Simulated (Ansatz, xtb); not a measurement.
**Two isomers of C4H11GaSi**

Structure a is `C=C[CH2][Ga]([CH3])[SiH3]`, a singlet and structure b is `C=[CH][Ga]([CH3])[CH2][SiH3]`, a singlet. Both are isolated molecules in the gas phase, relaxed with r2SCAN-D4/def2-SVP, each in the lowest conformer that the search found.

a (Å):

```csv
atom,x (Å),y (Å),z (Å)
C,-1.6481,0.6211,1.5300
C,-0.3625,0.9867,1.4004
C,0.2990,1.4586,0.1557
C,2.6167,0.4287,-2.1439
Ga,1.2213,-0.0183,-0.8264
Si,0.4793,-2.2501,-0.2796
H,-2.3513,0.6942,0.6918
H,-2.0383,0.2359,2.4760
H,0.2911,0.8845,2.2795
H,-0.4393,1.8476,-0.5728
H,1.0265,2.2680,0.3410
H,2.6342,-0.2737,-2.9913
H,2.5164,1.4564,-2.5263
H,3.6001,0.3565,-1.6452
H,0.7624,-2.5585,1.1600
H,1.1323,-3.3191,-1.1019
H,-1.0012,-2.3780,-0.4745
```

b (Å):

```yaml
atoms:
  - { symbol: C, position_ang: [-0.7237, -1.5963, -2.5212] }
  - { symbol: C, position_ang: [-1.4623, -1.0240, -1.5535] }
  - { symbol: C, position_ang: [-1.6656, 0.8868, 1.3118] }
  - { symbol: C, position_ang: [1.2995, 0.4014, -0.2956] }
  - { symbol: Ga, position_ang: [-0.6495, 0.0983, -0.1729] }
  - { symbol: Si, position_ang: [2.3108, -0.9662, 0.4925] }
  - { symbol: H, position_ang: [0.3630, -1.4487, -2.5846] }
  - { symbol: H, position_ang: [-1.1562, -2.2431, -3.2976] }
  - { symbol: H, position_ang: [-2.5434, -1.2282, -1.5622] }
  - { symbol: H, position_ang: [-1.6690, 1.9868, 1.2234] }
  - { symbol: H, position_ang: [-1.1867, 0.6504, 2.2766] }
  - { symbol: H, position_ang: [-2.7108, 0.5449, 1.3477] }
  - { symbol: H, position_ang: [1.6039, 0.4918, -1.3537] }
  - { symbol: H, position_ang: [1.5471, 1.3520, 0.2091] }
  - { symbol: H, position_ang: [2.1031, -2.2597, -0.2320] }
  - { symbol: H, position_ang: [3.7804, -0.6751, 0.4942] }
  - { symbol: H, position_ang: [1.8943, -1.1777, 1.9166] }
```

Quicker runs give these differences E(b) − E(a): GFN2-xTB +56.4 kJ/mol; HF/STO-3G −32.2 kJ/mol (at GFN2-xTB geometries); r2SCAN-D4/def2-SVP//GFN2-xTB −13.6 kJ/mol.

Task: Estimate E(b) − E(a) at the level CCSD(T)/def2-SVP + ΔMP2/def2-TZVPP.

Result: Calculated at CCSD(T)/def2-SVP + ΔMP2/def2-TZVPP: E(b) − E(a) = −26.9 kJ/mol, so structure b lies lower.

The same difference at several levels:

| level | geometry | E(b) − E(a) (kJ/mol) | departure from the last row (kJ/mol) | job, with rough time for the two |
| --- | --- | --- | --- | --- |
| GFN2-xTB | GFN2-xTB | +56.4 | +83.2 | optimisation, 2.3 s |
| HF/STO-3G | GFN2-xTB | −32.2 | −5.3 | single point, 11 s |
| r2SCAN-D4/def2-SVP//GFN2-xTB | GFN2-xTB | −13.6 | +13.2 | single point, 15 s |
| r2SCAN-D4/def2-SVP | r2SCAN-D4/def2-SVP | −8.3 | +18.5 | optimisation, 8.1 min |
| HF/def2-SVP | r2SCAN-D4/def2-SVP | −23.1 | +3.8 | part of the CCSD(T) run |
| MP2/def2-SVP | r2SCAN-D4/def2-SVP | −21.7 | +5.2 | part of the CCSD(T) run |
| CCSD(T)/def2-SVP | r2SCAN-D4/def2-SVP | −15.5 | +11.4 | single point |
| CCSD(T)/def2-SVP + ΔMP2/def2-TZVPP | r2SCAN-D4/def2-SVP | −26.9 |  | single point, 6.2 min |

As drawn, b has 1 C–Ga, 1 C–Si in place of 1 C–C, 1 Ga–Si.

GFN2-xTB puts the two in the other order. The largest departure from CCSD(T)/def2-SVP + ΔMP2/def2-TZVPP is that of GFN2-xTB, 83.2 kJ/mol. The last row adds to CCSD(T) the change of the MP2 difference between the two basis sets, here −11.4 kJ/mol.

With thermal terms from frequencies at re-optimised GFN2-xTB minima (ideal gas, soft modes damped towards free rotors, one conformer each, 298.15 K, 1 atm): the zero-point term adds −2.2 kJ/mol; ΔH is −29.2 and ΔG −29.3 kJ/mol.

The correlated steps freeze 18 core orbitals; the filled d shell of Ga is correlated, in a basis made for valence electrons. Run with Ansatz 0.2.0, xtb 6.7.1; the last row on 2 threads of Intel(R) Xeon(R) Processor @ 2.50GHz (Skylake/Cascade Lake) on a shared host.
